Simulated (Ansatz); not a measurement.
Species: H3Al, SMILES `[AlH3]` (charge 0, multiplicity 1), formula H₃Al.

Problem. How many basis functions does frozen-core CCSD(T)/cc-pVQZ // TPSSh-D3(BJ)/def2-TZVP (Ansatz, a first-principles code) use, how many core orbitals are frozen, and how many electrons are correlated?

Solution. 149 basis functions and 5 frozen orbitals, which leaves 6 correlated electrons. Core time is of the order of seconds.
